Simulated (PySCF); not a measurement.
SMILES O=C1CCCCC1 (C₆H₁₀O) (GFN2-xTB optimised geometry):

```
17

O      0.922    -1.901    -1.984
C      0.192    -1.339    -1.208
C      0.693    -0.582     0.000
C      0.149     0.849     0.000
C     -1.374     0.844    -0.076
C     -1.835     0.119    -1.335
C     -1.312    -1.320    -1.352
H      0.346    -1.102     0.896
H      1.784    -0.582     0.000
H      0.481     1.364     0.903
H      0.554     1.386    -0.860
H     -1.746     1.871    -0.085
H     -1.784     0.346     0.805
H     -2.925     0.110    -1.390
H     -1.460     0.646    -2.216
H     -1.594    -1.824    -2.277
H     -1.742    -1.871    -0.511
```

Computed with PBE0/def2-SVP (PySCF).

### Question
What are the frontier orbital energies and the dipole moment?

### Answer
HOMO-2 -9.28 eV, HOMO-1 -9.20 eV, HOMO -6.82 eV, LUMO -0.22 eV, LUMO+1 1.85 eV; dipole moment 3.07 D.

On the same geometry PySCF 2.14.0 with PBE/def2-SVP gives HOMO-2 -7.79 eV, HOMO-1 -7.78 eV, HOMO -5.16 eV, LUMO -1.33 eV, LUMO+1 0.97 eV; dipole moment 2.89 D.

Meta-Löwdin charges at PBE0/def2-SVP: O1 -0.40, C2 0.37, C3 -0.23, C4 -0.17, C5 -0.18, C6 -0.17, C7 -0.23, H8 0.11, H9 0.11, H10 0.10, H11 0.09, H12 0.10, H13 0.09, H14 0.10, H15 0.09, H16 0.11, H17 0.11.
